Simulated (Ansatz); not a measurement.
Calculated with Ansatz (gas phase, PBE0-D4/def2-TZVP geometries, no zero-point term in ΔE). CBS: MP2 limit from def2 TZ/QZ plus the TZ coupled-cluster correction, frozen cores. This one scheme is used for every species. Functionals use def2-TZVPP. For Br outer-core shells are correlated without core-valence functions, which leaves a few kJ/mol of doubt a bond. Scalar relativity is left out up to krypton. Each species was taken in one conformer, which may not be the lowest.

Consider the formal exchange of groups at a C–Br bond: `BrCCCCBr` + `CC` → `CCCCCCBr` + HBr.

```
   species  BHLYP-D4 energy (Eh)
`BrCCCCBr`           -5305.51750
      `CC`             -79.80524
`CCCCCCBr`           -2810.57568
       HBr           -2574.74895
```

Question: Work out ΔE.

Answer: ΔE = (-2810.57568) + (-2574.74895) − (-5305.51750) − (-79.80524) = -0.00189 Eh = -5.0 kJ/mol. CCSD(T)/CBS gives -7.2 kJ/mol.

Largest T1 diagnostic among the species: 0.008.

From PBE to PBE0 (25 % exact exchange), in def2-TZVPP and without D4, ΔE moves by −3.7 kJ/mol. At CCSD(T), def2-SVP lies −17.0 kJ/mol from the extrapolated value and def2-TZVPP −1.1 kJ/mol.
